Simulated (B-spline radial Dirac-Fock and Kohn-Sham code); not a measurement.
# Two-hole binding energies of Tc²⁺

System: the Tc²⁺ ion, [Kr] 4d5.

Calculated with a radial B-spline solver, using ΔSCF Dirac-Fock with Breit, self-energy and vacuum polarisation, finite nucleus, configuration average. U is the two-hole binding energy less the two single-hole energies, the effective repulsion of the holes after relaxation. Each two-hole energy is an average over J within one jj subconfiguration.

```tsv
holes	E(a) (eV)	E(b) (eV)	E(ab) (eV)	U (eV)
1s⁻²	21073.9	21073.9	?	?
1s⁻¹ 2p1/2⁻¹	21073.9	2824.7	24081.2	182.5
1s⁻¹ 2p3/2⁻¹	21073.9	2708.3	23953.6	171.4
2p3/2⁻²	2708.3	2708.3	5536.5	119.9
2s⁻¹ 3p3/2⁻¹	3078.7	459.4	3582.6	44.5
2p1/2⁻¹ 3s⁻¹	2824.7	577.5	3447.1	44.8
2s⁻¹ 3d5/2⁻¹	3078.7	282.8	3408.1	46.5
2p3/2⁻¹ 3s⁻¹	2708.3	577.5	3330.4	44.7
2p1/2⁻¹ 3p3/2⁻¹	2824.7	459.4	3330.1	46.0
2p3/2⁻¹ 3p1/2⁻¹	2708.3	479.4	3234.5	46.8
2p1/2⁻¹ 3d3/2⁻¹	2824.7	286.5	3156.8	45.6
2p1/2⁻¹ 3d5/2⁻¹	2824.7	282.8	3155.0	47.5
3p1/2⁻²	479.4	479.4	997.2	38.4
3d5/2⁻²	282.8	282.8	603.4	37.7
```

Question: Give the missing two-hole energy and U.

Answer: E(ab) = 42810.6 eV and U = 662.8 eV.
